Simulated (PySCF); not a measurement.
**(ZnS)5 ring**

Geometry:
```tsv
atom	x (Å)	y (Å)	z (Å)
Zn1	0.954	2.692	-0.155
S2	0.071	3.297	1.794
Zn3	-0.979	1.396	2.268
S4	-2.165	-0.307	3.062
Zn5	-1.516	-1.841	1.592
S6	-1.054	-3.605	0.320
Zn7	0.073	-2.539	-1.273
S8	1.194	-1.824	-3.054
Zn9	1.468	0.292	-2.430
S10	1.954	2.438	-2.123
```

Computed with GIAO PBE/def2-SVP (def2-TZVP on Zn) magnetisability, rotational g tensor and spin-rotation constants, non-relativistic, gas phase in PySCF 2.14.0. Geometry: GFN2-xTB.

Question: What are the magnetisability and the molar susceptibility?

Answer: Isotropic -3925 × 10⁻³⁰ J/T², or -236.4 × 10⁻⁶ cm³/mol; principal values -3982, -3981, -3812 × 10⁻³⁰ J/T², anisotropy 169 × 10⁻³⁰ J/T² (root of half the summed squared differences of the principal values). The susceptibility is in cgs units.

Question: Split it along the inertial axes a, b, c into diamagnetic and paramagnetic parts about the centre of mass, with the quadrupole moment.

Answer: 
| axis | χ (10⁻⁶ cm³/mol) | diamagnetic (10⁻⁶ cm³/mol) | paramagnetic (10⁻⁶ cm³/mol) | summed x² of all electrons (Å²) | quadrupole Θ (D Å) |
| --- | --- | --- | --- | --- | --- |
| a | -239.8 | -5217.0 | 4977.2 | 1214.1 | -4.57 |
| b | -239.7 | -5281.4 | 5041.7 | 1198.9 | -5.01 |
| c | -229.6 | -10237.4 | 10007.9 | 30.8 | +9.58 |

Anisotropies 2χaa − χbb − χcc = -10.3 and 2χbb − χaa − χcc = -10.1 × 10⁻⁶ cm³/mol. Θ is traceless in Buckingham's convention.

Question: And the rotational g tensor?

Answer: 
```tsv
axis	rotational constant (GHz)	g	nuclear part	electronic part
a	0.2090	-0.0014	0.4873	-0.4887
b	0.2063	-0.0014	0.4873	-0.4886
c	0.1040	-0.0016	0.4873	-0.4889
```
Asymmetric top; isotopes 32S, 64Zn; no vibrational averaging.
